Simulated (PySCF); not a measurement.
# Electron correlation in S⁻ (sulfur, charge -1)

[Ne] 3s2 3p5, 2P determinant. Calculation: PySCF 2.14, in aug-cc-pV(D+d)Z (5s4p3d, 32 functions); the non-relativistic Hamiltonian (point nucleus). Frozen: [Ne]; 7 electrons correlated.

MP2 pair energies summed by pair of shells (mhartree):

| pair | energy | share (%) |
| --- | --- | --- |
| 3p-3p | -79.90 | 64.3 |
| 3s-3p | -36.42 | 29.3 |
| 3s-3s | -7.88 | 6.3 |

Total MP2 correlation energy: -124.20 mhartree.

Same-spin part -31.39 and opposite-spin part -92.81 mhartree; SCS-MP2 scales them by 1/3 and 6/5 to -121.83 mhartree.
